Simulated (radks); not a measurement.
All-electron atom: Sm VI in [Xe] 4f3. All-electron calculation, Dirac Kohn-Sham, PBE, spin-unpolarised, spherical densities, point nucleus; open shells fill j = l - 1/2 first. Program: a radial shooting solver on a logarithmic mesh with Libxc functionals.

Unscreened Slater integrals over Kohn-Sham orbitals (eV). Large and small components are both included. Empty in this configuration: 4f7/2.

integral,value
"F0(4f5/2,4f5/2)",31.257
"F2(4f5/2,4f5/2)",15.183
"F4(4f5/2,4f5/2)",9.5933
"F0(4f5/2,5p3/2)",19.760
"F2(4f5/2,5p3/2)",6.8533
"G2(4f5/2,5p3/2)",3.1529
"G4(4f5/2,5p3/2)",2.5559
"F0(4f5/2,5p1/2)",20.490
"G2(4f5/2,5p1/2)",3.6038
"F0(4f5/2,5s1/2)",21.842
"G3(4f5/2,5s1/2)",3.8319
"F0(4f5/2,4f7/2)",31.136
"F2(4f5/2,4f7/2)",15.126
"F4(4f5/2,4f7/2)",9.5570
"G2(4f5/2,4f7/2)",15.094
"G4(4f5/2,4f7/2)",9.5377
"G6(4f5/2,4f7/2)",6.8811
"F0(5p3/2,5p3/2)",16.449
"F2(5p3/2,5p3/2)",8.9583
"F0(5p3/2,5p1/2)",16.803
"G2(5p3/2,5p1/2)",9.0720
"F0(5p3/2,5s1/2)",17.420
"G1(5p3/2,5s1/2)",11.688
"F0(5p3/2,4f7/2)",19.732
"F2(5p3/2,4f7/2)",6.8887
"G2(5p3/2,4f7/2)",3.2014
"G4(5p3/2,4f7/2)",2.5893
"F0(5p1/2,5p1/2)",17.193
"F0(5p1/2,5s1/2)",17.871
"G1(5p1/2,5s1/2)",12.354
"F0(5p1/2,4f7/2)",20.459
"G4(5p1/2,4f7/2)",2.9117
"F0(5s1/2,5s1/2)",18.662
"F0(5s1/2,4f7/2)",21.805
"G3(5s1/2,4f7/2)",3.8780
"F0(4f7/2,4f7/2)",31.017
"F2(4f7/2,4f7/2)",15.070
"F4(4f7/2,4f7/2)",9.5219
"F6(4f7/2,4f7/2)",6.8695
